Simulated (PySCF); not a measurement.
C4H4BN, SMILES C#CB(N)C#C.

The structure is a stationary point at r2SCAN-D4/def2-SVP. The structure was generated by enumeration, and PubChem lists no compound with its InChIKey, so it may never have been made. Other conformers were not sampled.

Level of theory: PBE/def2-TZVP in PySCF.

Gas-phase values at a fixed geometry.

Problem. Estimate the frontier levels, gap, dipole moment and polarisability. (The exact figures need the calculation; the answer reports its results.)

Solution. 
```json
{
 "highest_occupied_level": "-6.59 eV",
 "lowest_empty_level": "-2.20 eV",
 "orbital_gap": "4.39 eV",
 "dipole_moment": "0.327 e·Å",
 "quadrupole, principal values (traceless, Buckingham form, about the centre of nuclear charge)": "-10.85, 4.44, 6.40 D·Å",
 "mean_static_polarisability": "68.1 bohr³ (10.10 Å³)",
 "polarisability_principal_values": "39.6, 69.6, 95.2 bohr³"
}
```
